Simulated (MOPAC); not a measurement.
MOPAC input (PM7):

```
PM7 FORCE THERMO(298,298) PRECISE LET GEO-OK AUX(PRECISION=9) THREADS=1
HBeCl

Be   -0.00000000 1   -0.00000000 1   -1.35310168 1
H     0.00000000 1    0.00000000 1   -2.63829009 1
Cl    0.00000000 1    0.00000000 1    0.47621132 1
```

From the output:

```
    Cl    3   3.600842   0.098512   3.636977

          HEAT OF FORMATION =     -31.761155 KCALS/MOLE

          ZERO POINT ENERGY       6.839 KCAL/MOL

           NORMAL COORDINATE ANALYSIS (Total motion = 1 Angstrom)

   Root No.       1         2         3         4

                 1 Pi      1 Pi      1 Sig     2 Sig

                 453.4     453.4     885.8    2991.3

           1   -0.0000    0.0000    0.4197   -0.1072
           2   -0.1573   -0.0008   -0.0000    0.0000
           3    0.0008   -0.1573    0.0000   -0.0000
           4    0.0000   -0.0000    0.4605    0.8909
           5    0.8262    0.0042   -0.0000   -0.0000
           6   -0.0042    0.8262    0.0000    0.0000
           7    0.0000   -0.0000   -0.1198    0.0019
           8    0.0165    0.0001    0.0000   -0.0000
           9   -0.0001    0.0165   -0.0000    0.0000

           MASS-WEIGHTED COORDINATE ANALYSIS (NORMAL COORDINATES)

   Root No.       1         2         3         4

                 1 Pi      1 Pi      1 Sig     2 Sig

                 453.4     453.4     885.8    2991.3

           1   -0.0000    0.0000    0.8290   -0.3385
           2   -0.4922   -0.0031   -0.0000    0.0000
           3    0.0031   -0.4922    0.0000   -0.0000
           4    0.0000   -0.0000    0.3042    0.9409
           5    0.8644    0.0055   -0.0000   -0.0000
           6   -0.0055    0.8644    0.0000    0.0000
           7    0.0000   -0.0000   -0.4693    0.0120
           8    0.1024    0.0006    0.0000   -0.0000
           9   -0.0006    0.1024   -0.0000    0.0000

          DESCRIPTION OF VIBRATIONS

 VIBRATION          2    1Pi         ATOM PAIR     ENERGY CONTRIBUTION    RADIAL
 FREQUENCY           453.38         Be1 -- H 2         +93.9% ( 99.0%)      0.0%
 TRANSITION DIPOLE   1.1208         Be1 -- Cl3          +6.1% ( 25.3%)      0.0%
 TRAVEL (Ang.)       0.3684
 REDUCED MASS        1.0956
 EFFECTIVE MASS      2.3707
 FORCE CONSTANT      0.1327

 VIBRATION          3    1Sig        ATOM PAIR     ENERGY CONTRIBUTION    RADIAL
 FREQUENCY           885.83         Be1 -- Cl3         +74.3% (132.6%)    100.0%
 TRANSITION DIPOLE   2.3621         Be1 -- H 2         +25.7% ( 78.0%)    100.0%
 TRAVEL (Ang.)       0.1128
 REDUCED MASS        5.9845
 EFFECTIVE MASS     15.9710
 FORCE CONSTANT      2.7668

 VIBRATION          4    2Sig        ATOM PAIR     ENERGY CONTRIBUTION    RADIAL
 FREQUENCY          2991.33         Be1 -- H 2         +98.0% (100.0%)    100.0%
 TRANSITION DIPOLE   0.2573         Be1 -- Cl3          +2.0% ( 14.3%)    100.0%
 TRAVEL (Ang.)       0.1575
 REDUCED MASS        0.9082
 EFFECTIVE MASS      1.5520
 FORCE CONSTANT      4.7881

      SYMMETRY NUMBER FOR POINT-GROUP C*v =  1

          SYSTEM IS A GROUND STATE

 HBeCl

          MOLECULE IS LINEAR

          THERE ARE  4 GENUINE VIBRATIONS IN THIS SYSTEM
          THIS THERMODYNAMICS CALCULATION IS LIMITED TO
          MOLECULES WHICH HAVE NO INTERNAL ROTATIONS

                    CALCULATED THERMODYNAMIC PROPERTIES
                                          *
   TEMP. (K)   PARTITION FUNCTION   H.O.F.    ENTHALPY  HEAT CAPACITY ENTROPY
                                   KCAL/MOL   CAL/MOLE    CAL/K/MOL  CAL/K/MOL

 298.00  VIB.     0.1286D+01                   362.7600     3.2251     1.7173
         ROT.     0.3866D+03                   592.1869     1.9872    13.8257
         INT.     0.4972D+03                   954.9469     5.2123    15.5431
         TRA.     0.2965D+27                  1480.4672     4.9680    37.3667
         TOT.                      -31.761    2435.4141    10.1803    52.9098

   *: NOTE: HEATS OF FORMATION ARE RELATIVE TO THE
            ELEMENTS IN THEIR STANDARD STATE AT 298K
              (=  Standard Enthalpy of Formation).

            Hvib:  Zero-point energy is not included.
                   frequencies of less than zero cm-1 are not included.
            Hrot = (3/2)RT
            Htra = (3/2)RT + pV = (5/2)RT

            Heat capacity is Cp, not Cv

          For more information, see: HTTP://OpenMOPAC.net/Manual/thermochemistry.html

           FORCE CONSTANT IN CARTESIAN COORDINATES (Millidynes/A)

    ATOM   CHEMICAL       X               Y               Z
   NUMBER   SYMBOL  FORCE CONSTANT  FORCE CONSTANT  FORCE CONSTANT

      1      Be        8.306120        0.264283        0.264283
      2       H        4.747361        0.091236        0.091236
      3      Cl        3.636321        0.044979        0.044979

 **********************
 *                    *
 * JOB ENDED NORMALLY *
 *                    *
 **********************

 == MOPAC DONE ==
```
